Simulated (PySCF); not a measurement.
# Two-component Hartree-Fock for Dy⁴¹⁺ (dysprosium, charge +41)

Start: [Ar] 3d7; 3d3/2 filled at m_j = -3/2, -1/2, +1/2, +3/2; 3d5/2 filled at m_j = +1/2, +3/2, +5/2. Calculated with PySCF 2.14 in an even-tempered Gaussian basis (16 s from 8.9 bohr⁻², ratio 2.8; 12 p from 12 bohr⁻², ratio 2.8; 8 d from 12 bohr⁻², ratio 2.8; 3 f from 42 bohr⁻², ratio 3): generalised Hartree-Fock with the X2C-1e Hamiltonian and a Gaussian nucleus; one run each with spin-orbit coupling (SO) switched off, then screened by Boettger's factors.

```tsv
spinor shell	electrons	ε, spin-free (eV)	ε, screened SO (eV)	weight of nominal j (screened SO)	rms radius, screened SO (bohr)
1s1/2	2	-56158.0	-56145.1	1.000	0.0240
2s1/2	2	-11168.0	-11163.0	1.000	0.0967
2p1/2	2	-10144.2	-10718.0	1.000	0.0826
2p3/2	4	-10144.2	-9897.7	1.000	0.0890
3s1/2	2	-3933.5	-3932.0	1.000	0.242
3p1/2	2	-3608.9	-3748.4	0.999	0.233
3p3/2	4	-3608.9	-3548.0	0.999	0.245
3d3/2	4	-3241.7	-3262.9	0.980	0.214
3d5/2	3	-3241.7	-3223.6	0.982	0.217
```

```tsv
quantity	spin-free	screened SO
E (hartree)	-10933.79767	-10944.02535
M_J	9/2	9/2
⟨J²⟩	24.750	24.751
⟨L²⟩	12.000	15.414
⟨S²⟩	3.750	2.673
```

Each row is a mean over spinors that exchange with the open shell spreads, by up to 37.617 eV (3p3/2).

Breit and QED terms are absent; they matter most for the inner s and p1/2 levels.

Densities and radii are taken from the X2C orbitals without a picture-change correction, which distorts them close to the nucleus.

Without spin-orbit coupling the j labels of p, d and f shells carry no meaning; the spin-free column gives the mean over the occupied spinors of each nl shell.
